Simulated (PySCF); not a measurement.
Compound: VH4 (doublet state).
Hydrogens: H2, H3, H4, H5 on V1.

Method: PBE0-D3(BJ)/def2-SVP geometry optimisation, gas phase in PySCF 2.14.0.

Problem. How far are the bound atoms from V1?

Solution. 4 atoms: H3 1.628 Å, H4 1.628 Å, H2 1.628 Å, H5 1.628 Å.

Problem. List the angles at V1.

Solution. 
```json
{"angle": "H2–V1–H4", "degrees": "113.2", "distance of the outer atoms (Å)": "2.72"}
{"angle": "H4–V1–H5", "degrees": "113.1", "distance of the outer atoms (Å)": "2.72"}
{"angle": "H3–V1–H5", "degrees": "113.1", "distance of the outer atoms (Å)": "2.72"}
{"angle": "H2–V1–H3", "degrees": "113.0", "distance of the outer atoms (Å)": "2.72"}
{"angle": "H2–V1–H5", "degrees": "104.3", "distance of the outer atoms (Å)": "2.57"}
{"angle": "H3–V1–H4", "degrees": "100.5", "distance of the outer atoms (Å)": "2.50"}
```

Problem. What is the shape at V1?

Solution. Distorted tetrahedral: angles from 100.5° to 113.2°; τ4 = (360° − α − β)/141° = 0.95 with α and β the two widest (0 for a square, 1 for a tetrahedron).

Charge 0, doublet. ⟨S²⟩ = 0.796 (exact for a doublet: 0.75). Whether it is a minimum is left open (no frequencies).
